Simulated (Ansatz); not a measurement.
Energy profile

The step: Si₂H₅OF ([F][SiH2][O][SiH3]) + H₂ → Si₂H₆O ([SiH3][O][SiH3]) + HF; bonds formed: Si1–H8, F2–H7; bonds broken: Si1–F2, H7–H8 (atoms numbered as in the saddle structure below).

```
11
angstrom
Si -0.2019 0.0350 1.2633
F 0.5183 -1.5284 0.2811
O -0.3200 0.8467 -0.1343
Si -0.2764 0.5275 -1.7543
H -0.0990 1.1434 2.2501
H -1.3025 -0.8396 1.7092
H 1.1874 -1.1077 1.1938
H 1.3016 -0.4511 1.8944
H -1.1575 -0.6178 -2.0885
H 1.1153 0.2424 -2.1784
H -0.7652 1.7497 -2.4366
```

Electronic energies by CCSD(T) at an estimated basis limit (MP2 extrapolated from triple and quadruple zeta, plus CCSD(T) − MP2 in triple zeta), on PBE0-D4/def2-TZVP structures; Si₂H₇OF, singlet; no counterpoise correction. Computed with Ansatz 0.2.0 (basis: def2-TZVPP and def2-QZVPP); correlated methods freeze the cores. Extrapolation: Hartree–Fock as exp(−7.88 √X), correlation as X^−2.97.

**Question.** Give the profile in eV, counted from the separated reactants. (Judge from chemistry; the value comes from the calculation.)

**Answer.** The calculation gives:
| point | eV |
| --- | --- |
| separated: Si₂H₅OF (linked as [F][SiH2][O][SiH3]; Si1, F2, O3, Si4, H5, H6, H9, H10, H11; singlet) + H₂ (H7, H8; singlet) | 0.000 |
| start structure | -0.037 |
| saddle | 2.692 |
| end structure | 1.306 |
| separated: Si₂H₆O (linked as [SiH3][O][SiH3]; Si1, O3, Si4, H5, H6, H8, H9, H10, H11; singlet) + HF (F2, H7; singlet) | 1.398 |

No T1 diagnostic of these runs exceeds 0.013.

For scale, one of the runs: CCSD(T)/def2-TZVPP, 244 basis functions, launched by `ansatz run in.yaml --threads 4 --pin off --events-out ev --progress --plain --max-ram 9574MiB`. Time: 120 s of wall clock on 4 CPU threads of an Arm Neoverse V1; the host was shared. Peak host memory: 4.7 GiB.
